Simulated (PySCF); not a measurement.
`C#C[P@](=O)(O)C(=C)C`, C$_{5}$H$_{7}$O$_{2}$P

Molfile (atoms numbered from 1):
```
C5H7O2P
     RDKit          3D

 15 14  0  0  0  0  0  0  0  0999 V2000
    2.8583   -1.4927   -0.0258 C   0  0  0  0  0  0  0  0  0  0  0  0
    1.9807   -0.6965   -0.2152 C   0  0  0  0  0  0  0  0  0  0  0  0
    0.7817    0.5607   -0.6045 P   0  0  2  0  0  5  0  0  0  0  0  0
    0.9432    1.1652   -1.9314 O   0  0  0  0  0  0  0  0  0  0  0  0
    0.9889    1.6561    0.5613 O   0  0  0  0  0  0  0  0  0  0  0  0
   -0.8509   -0.1506   -0.2373 C   0  0  0  0  0  0  0  0  0  0  0  0
   -0.9843   -1.3971    0.1793 C   0  0  0  0  0  0  0  0  0  0  0  0
   -1.9577    0.8052   -0.5191 C   0  0  0  0  0  0  0  0  0  0  0  0
    3.6112   -2.2033    0.1605 H   0  0  0  0  0  0  0  0  0  0  0  0
    1.3805    2.4383    0.1668 H   0  0  0  0  0  0  0  0  0  0  0  0
   -0.1273   -2.0271    0.3492 H   0  0  0  0  0  0  0  0  0  0  0  0
   -1.9538   -1.8282    0.3731 H   0  0  0  0  0  0  0  0  0  0  0  0
   -1.8448    1.1921   -1.5324 H   0  0  0  0  0  0  0  0  0  0  0  0
   -2.9319    0.3323   -0.4167 H   0  0  0  0  0  0  0  0  0  0  0  0
   -1.8981    1.6534    0.1645 H   0  0  0  0  0  0  0  0  0  0  0  0
  1  2  3  0
  3  2  1  1
  3  4  2  0
  3  5  1  0
  3  6  1  0
  6  7  2  0
  6  8  1  0
  1  9  1  0
  5 10  1  0
  7 11  1  0
  7 12  1  0
  8 13  1  0
  8 14  1  0
  8 15  1  0
M  END
```

Theory: PySCF, GIAO BHandHLYP/6-31G magnetisability, rotational g tensor and spin-rotation constants, non-relativistic, gas phase. Geometry: GFN2-xTB.

(1) Give the nuclear spin-rotation constants along the inertial axes (H = +C I·J) beside the isotropic shieldings.

Results:

(1) Rotational constants 2.3937, 1.5446, 1.1784 GHz. A star marks the isotopologue with that one atom substituted, in its own axes.
| atom | isotope | Caa (kHz) | Cbb (kHz) | Ccc (kHz) | mean (kHz) | σ (ppm) |
| --- | --- | --- | --- | --- | --- | --- |
| P3 | 31P | 3.821 | 2.021 | 1.525 | 2.456 | 390.4 |
| H9 | 1H | -0.026 | -0.148 | -0.151 | -0.109 | 30.7 |
| H10 | 1H | -0.384 | 0.019 | -0.154 | -0.173 | 31.7 |
| H11 | 1H | 0.137 | -0.107 | -0.154 | -0.041 | 27.0 |
| H12 | 1H | 0.007 | -0.031 | -0.151 | -0.058 | 27.1 |
| H13 | 1H | -0.251 | -0.098 | -0.043 | -0.131 | 30.7 |
| H14 | 1H | -0.070 | -0.095 | -0.149 | -0.104 | 31.4 |
| H15 | 1H | -0.248 | -0.118 | -0.036 | -0.134 | 31.0 |
| C1 | 13C* | 0.265 | 0.378 | 0.371 | 0.338 | 112.5 |
| C2 | 13C* | 0.132 | 0.392 | 0.355 | 0.293 | 127.8 |
| O4 | 17O* | -0.400 | -0.217 | -0.169 | -0.262 | 213.7 |
| O5 | 17O* | -0.418 | -0.176 | -0.096 | -0.230 | 244.7 |
| C6 | 13C* | 1.108 | 0.497 | 0.144 | 0.583 | 63.0 |
| C7 | 13C* | 1.037 | 0.454 | 0.133 | 0.541 | 76.2 |
| C8 | 13C* | 0.261 | 0.189 | 0.139 | 0.196 | 184.8 |

For the geometry as given, no vibrational averaging.
